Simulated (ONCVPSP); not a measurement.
# Before and after: ONCV potential for ruthenium (Ru)

```
Element                 : ruthenium
Generator               : ONCVPSP 4.0.1
Type                    : optimised norm-conserving Vanderbilt (ONCV)
Functional              : PBE
Relativity              : fully relativistic
Frozen core             : [Kr]
Valence charge          : 8
Reference configuration : 4d7 5s1
Partial waves           : 5s: rc 2.35 bohr, ncon 5, nbas 10, qcut 2.5 1/bohr, 2 projectors, debl 3.7 Ha; p scattering state at 0.14 Ha: rc 2.30 bohr, ncon 3, nbas 7, qcut 3.2 1/bohr, 2 projectors, debl 2.8 Ha; 4d: rc 1.40 bohr, ncon 3, nbas 7, qcut 7.9 1/bohr, 2 projectors, debl 3.1 Ha
Local potential         : polynomial inside 1.10 bohr (lpopt 5, dvloc0 -1 Ha)
Core correction         : Teter function, parameters optimised by the program
```

Open shells are filled in proportion to 2j + 1.

Change: functional PW91.

Cutoffs: the cutoffs (Ha) at which the residual kinetic energy of the hardest occupied pseudo-wave falls to 1 and 0.1 mHa per electron; they do not see the model core or the augmentation charge, which bear on the density cutoff. Errors are all-electron minus pseudo energies relative to the spin-unpolarised reference configuration.

Question: How do hardness, ghosts and transferability respond?

Answer: The potential gets neither clearly harder nor softer (24 Ha and 29 Ha → 24 Ha and 29 Ha); both files keep a bound ghost (p, s); of the 4 tests that both files solve, the error grows in 3 and shrinks in 0 by more than 15 % and 0.3 meV (median size 216.5 → 276.1 meV).

| quantity | base | changed |
| --- | --- | --- |
| cutoff, loose | 24 Ha | 24 Ha |
| cutoff, tight | 29 Ha | 29 Ha |
| loose cutoff by channel | s 3.1 Ha, d 24 Ha | s 3.1 Ha, d 24 Ha |
| bound ghosts | s, p3/2, p1/2 | s, p3/2, p1/2 |
| GHOST(+) flags under 300 eV | s at 115.3 eV | s at 115.1 eV |
| error for 4d7 5s0, meV [ΔE 7.29 → 7.35 eV] | -95 | -117 |
| error for 4d6 5s0, meV [ΔE 25.48 → 25.61 eV] | -335 | -435 |
| error for 4d5 5s0, meV [ΔE 56.10 → 56.30 eV] | -944 | -1154 |
| error for 4d6 5s2, meV [ΔE 1.70 → 1.69 eV] | -98 | -97 |
| s: phases at 2.39 bohr within 0.05 rad from the reference energy up to (Ha; the scan ends near 5) | 3.8 | 3.8 |
| p3/2: phases at 2.34 bohr within 0.05 rad from the reference energy up to (Ha; the scan ends near 5) | 3.9 | 3.9 |
| p1/2: phases at 2.34 bohr within 0.05 rad from the reference energy up to (Ha; the scan ends near 5) | 3.9 | 3.9 |
| d5/2: phases at 1.42 bohr within 0.05 rad from the reference energy up to (Ha; the scan ends near 5) | to the end of the scan | to the end of the scan |
| d3/2: phases at 1.42 bohr within 0.05 rad from the reference energy up to (Ha; the scan ends near 5) | to the end of the scan | to the end of the scan |
| rms error of d²Exc/dni dnj with the model core, mHa | 0.16 | 0.29 |

 A true bound ghost makes a file unfit for plane-wave use even where its test errors are small: the radial tests pick states by their node count and pass the ghost by.
